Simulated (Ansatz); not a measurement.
`CS[SiH2][SiH3]` → `C[SiH2]S[SiH3]`  (isomerisation)

Isolated molecules relaxed with PBE0-D4/def2-TZVP in Ansatz; ΔE leaves out vibrations. CBS: MP2 limit from def2 TZ/QZ plus the TZ coupled-cluster correction, frozen cores. Functionals use def2-TZVPP. One conformer a species, not always the lowest.

```csv
level,ΔE (eV)
PBE-D4,-1.08
PBE0-D4,-1.15
ωB97M-V,-1.27
B2PLYP,-1.22
PBE,-1.07
CCSD/def2-TZVPP,-1.23
HF/def2-QZVPP,-1.28
CCSD/CBS(def2),-1.24
```

(1) What does CCSD(T)/CBS give? (Estimate.)

Largest T1 diagnostic among the species: 0.012.

## Answers

(1) Computed: -1.23 eV. The listed levels differ from it by 0.15, 0.08, -0.04, 0.01, 0.16, 0.00, -0.05, -0.01 eV.

From PBE to PBE0 (25 % exact exchange), in def2-TZVPP and without D4, ΔE moves by −0.07 eV.
